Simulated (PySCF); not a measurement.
**Worked example: oscillator strength and radiative lifetime**

AlFH₅NO₂Si, SMILES F[SiH2][NH][Al]([OH])[OH].

Geometry optimised at B3LYP-D3(BJ)/def2-SVP. The structure was generated by enumeration; whether it is a known compound was not checked. The values are those of a single conformer.

TDDFT-B3LYP/def2-SVPD run with PySCF puts the first singlet state with f over 0.02 at 7.38 eV (vertical), with the transition dipole (0.687, 0.025, -0.235) in atomic units.

**Question.** Find the oscillator strength, the wavelength and the radiative lifetime that this transition would have in vacuum if emission retraced absorption.

**Answer.** 
|μ|² = 0.5278 au, so |μ| = 1.85 D. ΔE = 7.38/27.211 = 0.2712 hartree. f = (2/3) ΔE |μ|² = 0.095 (the program prints 0.095).
λ = 1239.84/7.38 = 168 nm; ν = 59524 cm⁻¹.
Einstein's coefficient A = 0.6670 ν² f s⁻¹ (ν in cm⁻¹) = 2.3e8 s⁻¹, so τ = 1/A = 4.4 ns. This state is S4; the lower singlets have f = 0.011, 0.000, 0.015. The figure is the radiative limit of this one transition; relaxation, internal conversion, crossing to triplets and a medium change what is measured.
